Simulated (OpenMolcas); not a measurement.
# Lines of Ni V: computed and rescaled rates

| Quantity | Value |
| --- | --- |
| Program | OpenMolcas 26.06 |
| Method | CASSCF |
| Basis | ANO-RCC-VQZP [7s6p4d3f2g1h] |
| Scalar Hamiltonian | DKH2, point nucleus |
| Active space | 6 electrons in 5 orbitals (3d) |
| State averaging | 2S+1 = 5 even, 5 roots; 2S+1 = 3 even, 45 roots; 2S+1 = 1 even, 50 roots |
| Spin-orbit coupling | RASSI with atomic mean-field integrals over the reference wave functions, term energies averaged over their components |

Rates come from the transition moments of the reference wave functions (E1 and E2 in the length form). At fixed line strength A goes as λ^-3 for E1 and M1 and as λ^-5 for E2, so a rate at the computed wavelength can be rescaled to the measured one. Measured vacuum wavelengths follow from level energies in Corliss and Sugar, J. Phys. Chem. Ref. Data 10, 197 (1981). Branching counts decays inside the model space alone, at computed energies, and the table is only a selection of the E2 and M1 lines, drawn from those between levels with measured partners whose computed energy lies within a factor of 1.5 of the measured one.

```tsv
Upper	Lower	Type	λ computed (nm)	λ measured (nm)	A computed (s-1)	A rescaled (s-1)	Branching %
3d⁶ ¹D₂(2)	3d⁶ ¹G₄(1)	E2	135.8	160.7	6.12e+01	2.64e+01	66.3
3d⁶ ¹G₄(2)	3d⁶ ¹I₆	E2	221.7	272.9	8.68e+00	3.07e+00	61.4
3d⁶ ³F₂(2)	3d⁶ ³H₄	E2	203.4	245.3	7.89e+00	3.09e+00	44.7
3d⁶ ³F₃(2)	3d⁶ ³H₅	E2	201.5	242.3	7.46e+00	2.97e+00	42.0
3d⁶ ¹S₀(1)	3d⁶ ³P₁(1)	M1	496.8	526.3	6.29e+00		99.9
3d⁶ ³P₀(1)	3d⁶ ⁵D₁	M1	295.3	360.1	4.39e+00		98.8
3d⁶ ³P₀(2)	3d⁶ ³P₂(1)	E2	214.4	246.4	4.28e+00	2.13e+00	43.7
3d⁶ ³P₁(1)	3d⁶ ⁵D₂	M1	300.6	367.5	3.39e+00		78.1
3d⁶ ³P₂(1)	3d⁶ ⁵D₃	M1	318.7	395.8	2.64e+00		90.9
3d⁶ ³F₄(1)	3d⁶ ⁵D₄	M1	295.8	343.4	2.58e+00		83.4
3d⁶ ¹D₂(1)	3d⁶ ³F₃(1)	M1	412.9	525.3	1.44e+00		40.1
3d⁶ ³F₃(1)	3d⁶ ⁵D₃	M1	299	348.7	1.40e+00		65.4
3d⁶ ³D₃	3d⁶ ⁵D₄	M1	206.4	238.5	1.27e+00		56.9
3d⁶ ³D₁	3d⁶ ⁵D₁	M1	215.6	251.1	7.95e-01		40.3
3d⁶ ³F₂(1)	3d⁶ ⁵D₂	M1	301	352	5.71e-01		56.7
3d⁶ ¹I₆	3d⁶ ³H₆	M1	663.3	707.2	4.65e-01		60.6
3d⁶ ³G₃	3d⁶ ³H₄	M1	1224	1525	2.29e-01		42.6
3d⁶ ³G₅	3d⁶ ³H₆	M1	1292	1627	2.20e-01		49.8
3d⁶ ⁵D₃	3d⁶ ⁵D₄	M1	11820	11240	2.11e-02	2.45e-02	100.0
3d⁶ ³H₄	3d⁶ ⁵D₄	M1	330	359	1.49e-02		82.1
3d⁶ ⁵D₂	3d⁶ ⁵D₃	M1	17020	16660	1.32e-02	1.41e-02	100.0
3d⁶ ⁵D₁	3d⁶ ⁵D₂	M1	26560	26210	5.05e-03	5.26e-03	100.0
3d⁶ ³H₅	3d⁶ ³H₆	M1	23860	21410	1.92e-03	2.66e-03	95.7
3d⁶ ⁵D₀	3d⁶ ⁵D₁	M1	54260	53730	1.01e-03	1.04e-03	100.0
3d⁶ ³H₆	3d⁶ ⁵D₄	E2	338	368.9	2.24e-05		100.0
```

Spin-changing lines and M1 lines between different terms are not rescaled, since their strength hangs on the term gaps too.

The largest correction is for 3d⁶ ¹G₄(2) → 3d⁶ ¹I₆ (E2): 8.68e+00 × (221.7 / 272.9)^5 = 3.07e+00 s-1, a factor of 0.35.

The computed order of these levels differs from the measured one in 3 places, and where term gaps are wrong the rates of spin-changing lines can be off by large factors.

These are rates of the free ion; in crystals, glasses and complexes forced electric-dipole and non-radiative decay shorten such lifetimes by orders of magnitude. No measured rate stands beside these. Rescaling mends the energy factor alone: line strengths can still be far off where a level mixes with configurations outside the active space, and weak or spin-changing lines hang on small mixing coefficients that depend on the term gaps too, so rescaling need not improve them.

Without dynamic correlation excited terms often stand tens of per cent too high (terms of higher spin than the ground term too low), and those without a measured partner can miss by more than the paired ones. Measured partners are found by configuration, term and J. A level has none where our copy of the source lacks it or the pairing is in doubt (some pairs that miss far off the trend of their configuration count as doubtful). Levels of configurations outside the active space are missing.

A number in round brackets counts repeated terms of one configuration in the order of the reference energies.
